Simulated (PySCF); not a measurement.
A homologous series of growing length: silicon-germanium chain mercapto/mercapto. Gas-phase values, no solvent. One relaxed conformer stands for each flexible species; it need not be the lowest. Strings in code marks are SMILES.

The numbers are results of PBE-D3(BJ)/def2-TZVP // r2SCAN-D4/def2-SVP (PySCF), not measurements. Excitations are Tamm–Dancoff values on a coarser integration grid. The basis has no diffuse functions, so Rydberg states are missing or too high.

```csv
species,LUMO (eV),T1 excitation (TDA) (eV)
n = 1 (`S[SiH2][GeH2][SH]`),-1.59,4.12
n = 2 (`[SH][GeH2][SiH2][GeH2][SiH2]S`),-1.92,3.80
n = 3 (`S[SiH2][GeH2][SiH2][GeH2][SiH2][GeH2][SH]`),-1.69,4.03
```
